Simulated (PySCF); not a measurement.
Molecule: 2-ethynylpyridine, C$_{7}$H$_{5}$N.

Cartesian coordinates in Å; atom numbers follow the order of the lines, from 1:
```xyz
13

C     3.2350   -0.7099   -0.4140
C     2.0585   -0.5198   -0.2705
C     0.6711   -0.2687   -0.1027
C     0.2209    1.0346    0.1300
C    -1.1370    1.2398    0.2900
C    -1.9937    0.1513    0.2121
C    -1.4433   -1.1004   -0.0264
N    -0.1518   -1.3124   -0.1789
H     4.2618   -0.8855   -0.5408
H     0.9256    1.8507    0.1798
H    -1.5240    2.2326    0.4719
H    -3.0592    0.2696    0.3325
H    -2.0683   -1.9814   -0.1009
```

Frames of a GFN2-xTB Langevin trajectory at 200 K; GIAO PBE0/pcSseg-1 shieldings in PySCF 2.14, gas phase, non-relativistic; equivalent atoms averaged within each frame.

Referencing at the same level of theory: $^{13}$C (σ = 186.93 ppm), $^{1}$H (σ = 31.72 ppm) vs TMS; $^{15}$N (σ = 267.73 ppm) against NH3. The references are static minima.

Q: How do the shifts (ppm) fluctuate along the trajectory?

A: 
```csv
time (fs),C7,C5,C3,C6,C4,C2,C1,N8,H13,H11
optimised geometry,155.5,141.5,147.6,127.6,134.9,88.5,86.7,366.0,8.97,7.91
250,160.2,143.6,143.3,135.8,127.7,90.1,88.3,372.5,9.11,8.25
425,158.0,139.9,148.1,126.4,131.5,87.3,85.9,364.8,8.63,8.21
625,160.2,146.9,149.5,129.4,138.1,89.7,88.6,380.4,9.66,7.93
800,160.4,142.9,149.8,131.8,134.0,92.8,89.2,340.6,8.96,7.88
1000,155.0,141.9,150.9,130.7,138.1,90.5,89.7,358.2,8.74,7.80
mean of frames,158.8,143.0,148.3,130.8,133.9,90.1,88.3,363.3,9.02,8.01
standard deviation,2.3,2.6,3.0,3.5,4.5,2.0,1.5,15.2,0.40,0.20
```

5 frames give an uncertainty of the mean of about the standard deviation over 2.2 at best, since frames this close in time may not be independent; classical motion lacks zero-point vibration, and the reference would need the same averaging.
